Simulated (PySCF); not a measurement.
arsine (AsH3), SMILES [AsH3].

Geometry optimised at PBE0-D3(BJ)/def2-TZVPD.

All values below come from PBE0-D3(BJ)/def2-TZVPD in PySCF.

Frequencies are harmonic and unscaled.

Modes within 1.5 cm⁻¹ of each other (mostly degenerate sets) share a row, with their intensities summed.

```
mode  ν (cm⁻¹)  IR (km/mol)  moving atoms (share of kinetic energy)
----  --------  -----------  --------------------------------------
1          919         26.3                                  H 97 %
2–3       1016         23.6                                  H 99 %
4         2214         68.6                                  H 99 %
5–6       2228        193.8                                  H 99 %
```
